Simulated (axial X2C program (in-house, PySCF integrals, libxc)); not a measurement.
# Low determinants of GaB⁻ at the PBE0 level, without spin–orbit coupling

All values were computed with an in-house relativistic program for diatomic molecules. Spin-free means the one-electron spin-free X2C Hamiltonian. Basis: Ga dyall-acv3z [10s10p8d5f1g], B dyall-av3z [8s7p3d2f] (cores contracted in-house); Gaussian nuclei, density fitting, unrestricted open shells. Masses: Ga 68.926 u, B 11.009 u.

Search at 2.090 Å (vertical energies from the lowest determinant):

```csv
ΔE (eV),state,electrons beyond evenly filled partner blocks,"electrons in σ, π, δ, φ"
0.00,"M_S = 3/2, Λ = 0","σα, π+α, π-α",19 14 4 0
0.27,"M_S = 1/2, Λ = 0","σβ, π+α, π-α",19 14 4 0
0.70,"M_S = 1/2, Λ = 0","σα, π+β, π-α",19 14 4 0
0.70,"M_S = 1/2, Λ = 2","σα, π+α, π+β",19 14 4 0
0.96,"M_S = 1/2, Λ = 1","π+α, π+β, π-α",18 15 4 0
1.13,"M_S = 1/2, Λ = 1",π+α,20 13 4 0
1.87,"M_S = 3/2, Λ = 1","2 × π+α, π-α",18 15 4 0
```

Lowest determinant, M_S = 3/2, Λ = 0 (beyond evenly filled blocks: σα, π+α, π-α): Re = 2.062 Å, ωe = 528.9 cm⁻¹.

The determinant in row 2 of the search, M_S = 1/2, Λ = 0 (beyond evenly filled blocks: σβ, π+α, π-α), was followed along the bond at PBE0; measured from the minimum of the lowest determinant it gives:

Te = 0.268 eV (2161 cm⁻¹), Re = 2.066 Å, ωe = 526.0 cm⁻¹.

Problem. Compare the bond of the determinant in row 2 with that of the lowest one.

Solution. At PBE0 its Re is 0.004 Å longer and its force constant, which goes as ωe², is 0.99 times that of the lowest determinant. This determinant mixes spin states, so it has no term energy of its own.

The search compares states at one distance, so a state with another bond length can lie lower; it is not exhaustive and yields mostly the lowest determinant of each block pattern, so other components and higher states of one pattern are missing. These are energies of single determinants, not of spin-adapted states; PBE0 term energies can be off by some tenths of an eV, and the functional has no current term. The lowest determinant need not be the ground state where others lie within half an eV. For an anion, determinants above electron detachment are held by the basis set. The highest occupied level of some functionals is positive through self-interaction error; at Hartree–Fock it is bound. Row 2 is spin-contaminated (⟨S²⟩ = 1.77 against 0.75), so its values are not those of a pure state. Row 1 has a positive highest level at its minimum. Row 2 has a positive highest level at its minimum.
